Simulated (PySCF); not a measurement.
Relaxation of doublet [PtO2]-

All numbers come from UB3LYP in PySCF with Pt def2-SVPD with ECP60, O def2-SVPD; scalar-relativistic core potentials, no spin–orbit coupling; density-fitted integrals. A (50,194) grid was used.

A hand-made linear start, of D∞h symmetry, held to at least that symmetry:

```xyz
3
charge -1 multiplicity 2, angstrom
Pt    0.0000    0.0000    0.0000
O     0.0000    0.0000    1.6900
O     0.0000    0.0000   -1.6900
```

At each step, columns x, y, z (Å) and Fx, Fy, Fz (eV/Å):

```
step 0  E − E(last) = 40.50 kJ/mol
Pt   0.000   0.000   0.000   0.000   0.000   0.000
O    0.000   0.000   1.690   0.000   0.000   5.127
O    0.000   0.000  -1.690   0.000   0.000  -5.127
step 1  E − E(last) = 7.47 kJ/mol
Pt   0.000   0.000   0.000   0.000   0.000   0.000
O    0.000   0.000   1.824   0.000   0.000  -1.674
O    0.000   0.000  -1.824   0.000   0.000   1.674
step 2  E − E(last) = 0.53 kJ/mol
Pt   0.000   0.000   0.000   0.000   0.000   0.000
O    0.000   0.000   1.791   0.000   0.000  -0.469
O    0.000   0.000  -1.791   0.000   0.000   0.469
step 3  E − E(last) = 0.01 kJ/mol
Pt   0.000   0.000   0.000   0.000   0.000   0.000
O    0.000   0.000   1.778   0.000   0.000   0.066
O    0.000   0.000  -1.778   0.000   0.000  -0.066
step 4  E − E(last) = 0.00 kJ/mol
Pt   0.000   0.000   0.000   0.000   0.000   0.000
O    0.000   0.000   1.780   0.000   0.000  -0.002
O    0.000   0.000  -1.780   0.000   0.000   0.002
```

It ends at D∞h with Pt–O 1.779 Å (×2); O–Pt–O 180.0° (after a last refinement on a finer grid). A frequency run shows a minimum.

Open d and f shells are described by one determinant, and the ground state may have another occupation or spin. No spin–orbit coupling is included, which matters more the heavier the element.
